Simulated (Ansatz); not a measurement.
Consider the atomization: `[BH3-][N+]#CC` → B• + 2 C• + 6 H• + N•.

Gas-phase electronic energies from Ansatz, PBE0-D4/def2-TZVP geometries. CCSD(T)/CBS is extrapolated from def2-TZVPP and def2-QZVPP, frozen cores. DFT in def2-TZVPP. B3LYP here is the variant with VWN-RPA as its local correlation; programs differ in this. No spin–orbit coupling; open shells (•) take unrestricted orbitals. Spin–orbit coupling would lower the free atoms: a little for B, C.

Task: What is ΔE at CCSD(T)/CBS? (Estimate.)

Result: The calculation gave: +3829.7 kJ/mol.

Task: What do these levels give: revPBE, PBE0, B3LYP, SCS-MP2/def2-TZVPP, CCSD/cc-pV(D+d)Z, MP2/cc-pV(Q+d)Z? (An estimate is asked.)

Result: The calculation gave: revPBE 3822.4, PBE0 3868.4, B3LYP 3862.4, SCS-MP2/def2-TZVPP 3806.5, CCSD/cc-pV(D+d)Z 3505.5, MP2/cc-pV(Q+d)Z 3861.3 kJ/mol.

Largest T1 diagnostic among the species: 0.014.

From PBE to PBE0 (25 % exact exchange), in def2-TZVPP and without D4, ΔE moves by −82.6 kJ/mol: exact exchange takes away binding that semilocal exchange gives to molecules. Leaving LDA and LC-ωPBE aside and taking each functional with its dispersion term where it has one, the values, not all of them listed here, spread over 206.9 kJ/mol, from BHLYP-D4 to PBE-D4. LDA lies +460.0 kJ/mol from PBE without D4, its usual overbinding.
